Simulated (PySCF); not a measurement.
C₃H₁₀AlN.
Structure used (PBE0-D3(BJ)/def2-SVP), in Å, numbered top down from 1:
```
atom  x, y, z in Å
C1    -2.4647   -0.5420    0.1731
C2    -1.7014    0.7263   -0.0402
C3    -0.3625    0.8275   -0.1018
Al4    0.9033   -0.6826    0.0797
N5     2.6968    0.3265   -0.1681
H6    -3.1421   -0.7499   -0.6729
H7    -1.7995   -1.4137    0.2894
H8    -3.0987   -0.4829    1.0743
H9    -2.3309    1.6236   -0.1508
H10    0.0011    1.8563   -0.2666
H11    1.0380   -1.7227   -1.1422
H12    1.1735   -1.2862    1.5485
H13    2.8281    1.0474    0.5429
H14    3.4805   -0.3233   -0.0911
H15    2.7632    0.7780   -1.0814
```

Theory: PySCF 2.14.0, PBE0-D3(BJ)/def2-SVP geometry optimisation, gas phase.

**Question.** Which atoms are bound to Al4, and at what distances?

**Answer.** 4 atoms: H11 1.610 Å, H12 1.611 Å, C3 1.979 Å, N5 2.073 Å. The nearest atom not counted as bound is H14, at 2.61 Å.

**Question.** List the angles at Al4.

**Answer.** 
| angle | degrees | distance of the outer atoms (Å) |
| --- | --- | --- |
| C3–Al4–H12 | 118.5 | 3.09 |
| C3–Al4–H11 | 118.5 | 3.09 |
| H11–Al4–H12 | 115.8 | 2.73 |
| C3–Al4–N5 | 99.8 | 3.10 |
| N5–Al4–H11 | 98.7 | 2.81 |
| N5–Al4–H12 | 98.4 | 2.80 |

**Question.** What is the shape at Al4?

**Answer.** Distorted tetrahedral: angles from 98.4° to 118.5°; τ4 = (360° − α − β)/141° = 0.87 with α and β the two widest (0 for a square, 1 for a tetrahedron).

**Question.** What are the other bond lengths?

**Answer.** C1–C2 1.496 Å; C2=C3 1.344 Å; C1–H6, C1–H7, C1–H8 1.103 Å; C2–H9 1.102 Å; C3–H10 1.104 Å; N5–H13, N5–H14, N5–H15 1.021 Å.

**Question.** Give some angles away from the centre.

**Answer.** C1–C2–C3 125.4°, C2–C3–Al4 125.1°.

**Question.** What are the rotational constants (commonest isotopes, rigid rotor)?

**Answer.** A = 9167, B = 1695, C = 1487 MHz: a near-prolate asymmetric top.

Point group: Cs (every atom within 0.08 Å of its image). Charge 0, singlet. No frequency check.

One conformer stands for the species.
